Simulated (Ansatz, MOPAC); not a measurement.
Molecule: CPt, net charge 0, singlet state. SMILES: [Pt][C]

Atoms: Pt1, C2. Bonds: Pt1-C2.

Bond lengths (Å) and angles (degrees) optimised at PM6 with MOPAC; B3LYP/LANL2DZ with Ansatz (a first-principles code); B3LYP/6-31G* with LANL2DZ past Ar with Ansatz; MP2/6-31G* with LANL2DZ past Ar with Ansatz, each started from the B3LYP-D3(BJ)/def2-TZVP structure (Ansatz) of the last column. A row stands for all coordinates that are equal there. 6-31G* holds six Cartesian d functions.

```tsv
coordinate	PM6	B3LYP/LANL2DZ	B3LYP/6-31G* with LANL2DZ past Ar	MP2/6-31G* with LANL2DZ past Ar	B3LYP-D3(BJ)/def2-TZVP
Pt1-C2	1.768	1.726	1.692	1.660	1.676
```

Mean signed difference of all 1 bond lengths from B3LYP-D3(BJ)/def2-TZVP: PM6 0.092 Å, B3LYP/LANL2DZ 0.050 Å, B3LYP/6-31G* with LANL2DZ past Ar 0.017 Å, MP2/6-31G* with LANL2DZ past Ar -0.016 Å.
